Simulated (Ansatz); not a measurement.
Stepwise reaction of `O[Si](F)(F)Br` with ammonia, as a gas-phase model of exchange steps in deposition or etching. ΔE in kJ/mol; ΔG adds harmonic PBE0-D4 terms to CCSD(T)/CBS, at 1 bar.

Calculated with Ansatz (gas phase, PBE0-D4/def2-TZVP geometries, no zero-point term in ΔE). CCSD(T)/CBS is the MP2 limit (def2-TZVPP, def2-QZVPP) plus CCSD(T) − MP2 in def2-TZVPP, frozen cores. This one scheme is used for every species. DFT in def2-TZVPP. B3LYP here is the variant with VWN-RPA as its local correlation; programs differ in this. For Br outer-core shells are correlated without core-valence functions, which leaves a few kJ/mol of doubt a bond. Scalar relativity is left out up to krypton. Each species was taken in one conformer, which may not be the lowest.

| step | reaction | PBE-D4 | B3LYP-D4 | ωB97M-V | CCSD(T)/CBS | ΔG(400 K) |
| --- | --- | --- | --- | --- | --- | --- |
| 2 | `N[Si](O)(F)Br` + NH₃ → `N[Si](N)(O)Br` + H–F | 71.5 | 76.6 | 76.2 | 73.9 | 73.7 |

**Question.** Give the row of step 1, `O[Si](F)(F)Br` + NH₃ → `N[Si](O)(F)Br` + H–F. (Estimate.)

**Answer.** Computed: 
| step | reaction | PBE-D4 | B3LYP-D4 | ωB97M-V | CCSD(T)/CBS | ΔG(400 K) |
| --- | --- | --- | --- | --- | --- | --- |
| 1 | `O[Si](F)(F)Br` + NH₃ → `N[Si](O)(F)Br` + H–F | 70.1 | 75.5 | 75.6 | 73.8 | 75.1 |

**Question.** By hand: ΔE of the 2 steps together at CCSD(T)/CBS.

**Answer.** (73.8) + (73.9) = 147.7 kJ/mol, or 73.8 kJ/mol a step.

In ΔE the steps differ by no more than 0.1 kJ/mol. All are uphill at CCSD(T)/CBS. ΔG lies between 73.7 and 75.1 kJ/mol a step. PBE-D4 differs from CCSD(T)/CBS by -3.7 to -2.4 kJ/mol a step. Only this route is followed, and other bonds may react first. Isolated molecules leave out the surface, adducts and barriers. Largest T1 diagnostic: 0.010.
